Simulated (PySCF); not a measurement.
SMILES [CH3][Al]([CH3])[CH2][CH2][GeH3], GFN2-xTB optimised geometry.

```
19

Ge     2.98    -1.35     0.15
C      1.01    -1.31     0.22
C      0.47     0.12     0.00
Al    -1.54     0.12     0.00
C     -2.51    -1.63    -0.01
C     -2.51     1.86     0.00
H      3.57    -0.44     1.19
H      3.48    -0.84    -1.17
H      3.59    -2.71     0.36
H      0.67    -1.69     1.19
H      0.60    -1.98    -0.53
H      0.87     0.78     0.77
H      0.87     0.51    -0.95
H     -3.59    -1.47     0.09
H     -2.36    -2.20    -0.94
H     -2.21    -2.30     0.80
H     -1.85     2.71    -0.20
H     -3.01     2.06     0.95
H     -3.30     1.89    -0.76
```

Density from B3LYP/def2-SVP (PySCF) at that geometry.

Minimum of the electron density along straight lines between bonded atoms, close to the bond critical point (lines longer than 1.1 times the sum of covalent radii, or with two minima, are not listed):

```json
[
 {"bond": "Ge1–C2", "length / Å": "1.974", "ρ at the minimum / e bohr⁻³": "0.126", "∇²ρ there / e bohr⁻⁵": "0.02", "position (fraction from the first atom)": "0.47"},
 {"bond": "C2–C3", "length / Å": "1.539", "ρ at the minimum / e bohr⁻³": "0.233", "∇²ρ there / e bohr⁻⁵": "-0.50", "position (fraction from the first atom)": "0.51"},
 {"bond": "C3–Al4", "length / Å": "2.012", "ρ at the minimum / e bohr⁻³": "0.077", "∇²ρ there / e bohr⁻⁵": "0.29", "position (fraction from the first atom)": "0.61"},
 {"bond": "Al4–C5", "length / Å": "1.995", "ρ at the minimum / e bohr⁻³": "0.078", "∇²ρ there / e bohr⁻⁵": "0.30", "position (fraction from the first atom)": "0.40"},
 {"bond": "Al4–C6", "length / Å": "1.991", "ρ at the minimum / e bohr⁻³": "0.078", "∇²ρ there / e bohr⁻⁵": "0.31", "position (fraction from the first atom)": "0.40"},
 {"bond": "Ge1–H7", "length / Å": "1.498", "ρ at the minimum / e bohr⁻³": "0.140", "∇²ρ there / e bohr⁻⁵": "0.09", "position (fraction from the first atom)": "0.59"},
 {"bond": "Ge1–H8", "length / Å": "1.498", "ρ at the minimum / e bohr⁻³": "0.140", "∇²ρ there / e bohr⁻⁵": "0.09", "position (fraction from the first atom)": "0.59"},
 {"bond": "Ge1–H9", "length / Å": "1.501", "ρ at the minimum / e bohr⁻³": "0.140", "∇²ρ there / e bohr⁻⁵": "0.09", "position (fraction from the first atom)": "0.59"},
 {"bond": "C2–H10", "length / Å": "1.093", "ρ at the minimum / e bohr⁻³": "0.273", "∇²ρ there / e bohr⁻⁵": "-0.97", "position (fraction from the first atom)": "0.62"},
 {"bond": "C2–H11", "length / Å": "1.093", "ρ at the minimum / e bohr⁻³": "0.273", "∇²ρ there / e bohr⁻⁵": "-0.97", "position (fraction from the first atom)": "0.62"},
 {"bond": "C3–H12", "length / Å": "1.100", "ρ at the minimum / e bohr⁻³": "0.265", "∇²ρ there / e bohr⁻⁵": "-0.90", "position (fraction from the first atom)": "0.62"},
 {"bond": "C3–H13", "length / Å": "1.101", "ρ at the minimum / e bohr⁻³": "0.264", "∇²ρ there / e bohr⁻⁵": "-0.89", "position (fraction from the first atom)": "0.62"},
 {"bond": "C5–H14", "length / Å": "1.096", "ρ at the minimum / e bohr⁻³": "0.265", "∇²ρ there / e bohr⁻⁵": "-0.91", "position (fraction from the first atom)": "0.62"},
 {"bond": "C5–H15", "length / Å": "1.096", "ρ at the minimum / e bohr⁻³": "0.264", "∇²ρ there / e bohr⁻⁵": "-0.90", "position (fraction from the first atom)": "0.62"},
 {"bond": "C5–H16", "length / Å": "1.095", "ρ at the minimum / e bohr⁻³": "0.264", "∇²ρ there / e bohr⁻⁵": "-0.91", "position (fraction from the first atom)": "0.62"},
 {"bond": "C6–H17", "length / Å": "1.096", "ρ at the minimum / e bohr⁻³": "0.265", "∇²ρ there / e bohr⁻⁵": "-0.92", "position (fraction from the first atom)": "0.62"},
 {"bond": "C6–H18", "length / Å": "1.095", "ρ at the minimum / e bohr⁻³": "0.264", "∇²ρ there / e bohr⁻⁵": "-0.90", "position (fraction from the first atom)": "0.62"},
 {"bond": "C6–H19", "length / Å": "1.095", "ρ at the minimum / e bohr⁻³": "0.264", "∇²ρ there / e bohr⁻⁵": "-0.91", "position (fraction from the first atom)": "0.62"}
]
```
